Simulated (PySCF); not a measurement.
BiI2 (SMILES [I][Bi][I]), doublet, at a GFN2-xTB geometry (such geometries of metal compounds can be far from the true shape) (the spin is typed, not shown lowest) (core potentials on Bi, I).

Input for PySCF:
```python
from pyscf import gto, scf, dft

mol = gto.Mole()
mol.atom = '''
    Bi    0.89619474    0.44438201    0.28746279
    I    -1.04089611    1.21333620   -1.58129724
    I    -0.36257867   -1.90925520    1.13111966
'''
mol.basis = 'def2-tzvp'
mol.ecp = {'Bi': 'def2-tzvp', 'I': 'def2-tzvp'}
mol.spin = 1
mol.verbose = 4
mol.build()

mf = dft.UKS(mol)
mf.xc = 'x3lyp'
mf = mf.density_fit(auxbasis='def2-universal-jkfit')
mf.kernel()
mf.analyze()
```

Problem. What does this run give for the number of basis functions, <S^2>, nuclear repulsion energy, total energy, dipole moment, HOMO energy?

Solution. 
The number of basis functions is 150 and the <S^2> is 0.753. The nuclear repulsion energy is 296.3059 Eh, the total energy is -810.200389 Ha and the dipole moment is 2.74 D. The HOMO energy comes out as -5.82 eV.

These values belong to the state on which the SCF converged, which isn't shown to be the lowest.
